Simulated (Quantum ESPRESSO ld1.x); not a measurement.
Values are calculated unless marked as measured or tabulated.
Problem. Radial electron density D(r) = 4 pi r^2 rho(r) of an atom or ion with 29.5 electrons. Code: ld1.x of Quantum ESPRESSO 7.5. Model: scalar-relativistic Kohn-Sham, LDA (Slater exchange, Perdew-Zunger correlation), spin-polarised, spherical densities, point nucleus.

r (bohr),D(r) (e/bohr),spin D(r)
0.001619,0.7172,-4.53e-07
0.001855,0.9212,-5.83e-07
0.002108,1.164,-7.37e-07
0.002415,1.488,-9.45e-07
0.002745,1.871,-0.00000119
0.003145,2.379,-0.00000152
0.003574,2.972,-0.00000191
0.004095,3.751,-0.00000242
0.004692,4.711,-0.00000306
0.005332,5.810,-0.00000382
0.006109,7.217,-0.00000481
0.006943,8.795,-0.00000596
0.007955,10.77,-0.00000748
0.009041,12.92,-0.00000924
0.01036,15.52,-0.0000116
0.01187,18.44,-0.0000145
0.01349,21.41,-0.0000180
0.01545,24.74,-0.0000227
0.01756,27.90,-0.0000282
0.02012,31.11,-0.0000356
0.02287,33.80,-0.0000441
0.0262,36.08,-0.0000543
0.03002,37.52,-0.0000636
0.03412,37.96,-0.0000670
0.03909,37.42,-0.0000526
0.04442,36.08,0.00000170
0.0509,34.10,0.000154
0.05785,32.21,0.000478
0.06627,30.79,0.00119
0.07593,30.60,0.00262
0.08629,31.89,0.00511
0.09887,34.74,0.00982
0.1124,38.25,0.0174
0.1287,41.78,0.0306
0.1463,43.72,0.0500
0.1676,43.29,0.0811
0.1921,39.94,0.126
0.2183,34.73,0.183
0.2501,28.52,0.260
0.2842,23.76,0.345
0.3256,21.23,0.443
0.3701,21.49,0.532
0.424,23.61,0.609
0.4858,25.82,0.652
0.5521,26.47,0.653
0.6326,24.84,0.611
0.7189,21.37,0.538
0.8237,16.62,0.440
0.9361,12.17,0.343
1.073,8.240,0.246
1.229,5.450,0.164
1.397,3.761,0.104
1.6,2.657,0.0591
1.819,1.984,0.0308
2.083,1.447,0.0127
2.368,1.021,0.00374
2.713,0.6416,-0.000355
3.108,0.3534,-0.00136
3.533,0.1744,-0.00113
4.047,0.06884,-0.000617
4.6,0.02370,-0.000267
5.27,0.006069,-0.0000835
5.99,0.001321,-0.0000215
6.862,0.0001958,-0.00000376

What is the nuclear charge?

Solution. Z = 31. The innermost maximum, from 1s, lies near gamma/Z bohr with gamma = sqrt(1 - (Z/c)^2) = 0.974, here 0.0314 bohr (found: 0.0341), and its height grows with Z. The density is that of the gallium ion Ga1.5+ in [Ar] 3d(up 5, down 4.5) 4s2; the configuration itself is not fixed sharply by these data, and Z only to about a unit. D(r) has 3 maxima, at r = 0.0341, 0.154, 0.539 bohr, and minima at 0.0724, 0.342 bohr, inside which lie 2.09, 10.93 electrons.
